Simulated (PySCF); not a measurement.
# Strontium: a sound run and one with changed settings

Sound run: Sr⁺ [Kr] 5s1, Sr²⁺ [Kr]. Calculation: PySCF 2.14, in def2-TZVP with the def2 core potential (28 electrons) (6s4p3d, 33 functions); a scalar-relativistic core potential. The sound run starts from symmetry-adapted Hartree-Fock orbitals and uses a fine grid where one is needed.

Changed run: basis STO-3G, all-electron and non-relativistic. This setting is unsound on purpose.

| species | method | sound run (hartree) | changed run (hartree) | converged |
| --- | --- | --- | --- | --- |
| Sr⁺ | UHF | -30.17277 | -3099.06918 | yes |
| Sr⁺ | LDA | -30.36392 | -3096.34909 | yes |
| Sr⁺ | B3LYP | -30.49181 | -3100.48700 | yes |
| Sr²⁺ | UHF | -29.78903 | -3098.74850 | yes |
| Sr²⁺ | LDA | -29.94745 | -3095.97750 | yes |
| Sr²⁺ | B3LYP | -30.07816 | -3100.12188 | yes |

Ionisation energy of Sr⁺:

| method | sound run (eV) | changed run (eV) |
| --- | --- | --- |
| UHF | 10.442 | 8.726 |
| LDA | 11.333 | 10.112 |
| B3LYP | 11.256 | 9.935 |

A minimal basis cannot let orbitals breathe on ionisation and holds almost no correlation. The Hamiltonian changed with the basis, so the totals do not compare.

For comparison, NIST gives 11.030 eV between the lowest levels.
